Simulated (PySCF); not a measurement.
CH6BeOSSi, SMILES C[S][Be][O][SiH3].

Geometry: PBE-D3(BJ)/def2-SVP. The structure was generated by enumeration; whether it is a known compound was not checked. One conformer was computed; it need not be the lowest.

Level of theory: TDDFT-PBE/def2-SVPD in PySCF.

Vertical excitations. 

Q: Give excitation energies, oscillator strengths and character. (An estimate is asked for; the answer gives what the named calculation found.)

A: 
```csv
state,energy (eV),λ (nm),f,main pairs
S1,4.59,270,0.002,HOMO→LUMO 95 %
S2,4.71,263,0.010,HOMO→LUMO+1 95 %
S3,5.79,214,0.034,"HOMO→LUMO+2 72 %, HOMO−1→LUMO 19 %"
S4,5.80,214,0.030,HOMO→LUMO+3 99 %
S5,5.96,208,0.001,HOMO→LUMO+4 100 %
S6,6.10,203,0.012,"HOMO−1→LUMO+1 79 %, HOMO−1→LUMO 19 %"
S7,6.19,200,0.092,"HOMO−1→LUMO 57 %, HOMO→LUMO+2 22 %, HOMO−1→LUMO+1 12 %"
S8,6.28,197,0.000,HOMO−3→LUMO 99 %
S9,6.35,195,0.007,HOMO→LUMO+5 98 %
S10,6.40,194,0.082,HOMO−2→LUMO 91 %
T1,4.32,287,0,HOMO→LUMO 97 %
T2,4.55,272,0,HOMO→LUMO+1 97 %
T3,5.20,238,0,HOMO→LUMO+2 93 %
T4,5.53,224,0,HOMO−1→LUMO 93 %
```
Triplets are in the Tamm–Dancoff approximation, which puts them higher than full response would, so one can lie above its singlet here.
